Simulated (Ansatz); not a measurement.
Born–Oppenheimer molecular dynamics of AlCl2FH2O (7 atoms, charge 0, multiplicity 1). It starts at the highest image of a converged band, a first-order saddle point between two minima.

Method: RHF/6-31G* in Ansatz 0.2.0.

```yaml
ensemble: NVE (velocity Verlet)
time_step: 0.5 fs
steps_asked: 200
starting_velocities_drawn_for: 100 K
seed: 9927
```

First frame:

```xyz
7
Properties=species:S:1:pos:R:3
Al 0.047 -0.354 -0.138
F 0.034 -0.095 1.712
Cl 1.830 0.374 -0.950
Cl -1.791 0.201 -0.985
O 0.074 -1.991 0.578
H -0.520 -2.706 0.398
H 0.006 -1.151 1.643
```

Q: How far do the bonds stretch over the last three quarters of this one trajectory? (Pairs bonded in most of those frames.)

A: 
```csv
bond,mean (Å),spread (Å),shortest,longest
Al1–F2,2.010,0.052,1.91,2.08
Al1–Cl3,2.108,0.007,2.10,2.12
Al1–Cl4,2.102,0.012,2.08,2.12
Al1–O5,1.707,0.010,1.69,1.74
F2–H7,0.936,0.025,0.90,1.00
O5–H6,0.945,0.001,0.94,0.95
```

Mean temperature of the second half: 126 K. The conserved energy stayed within 0.091 meV per atom of its start (net change 0.044 meV per atom), so the integration is sound. A run of 0.1 ps of so small a system gives no equilibrium averages. The orbitals stay closed-shell, which can raise the energy where a bond breaks towards radicals; this wasn't checked here.

Time of the run: 5.2 min on 1 thread of Arm Neoverse V2, with other jobs on the host, peak memory 0.17 GiB.
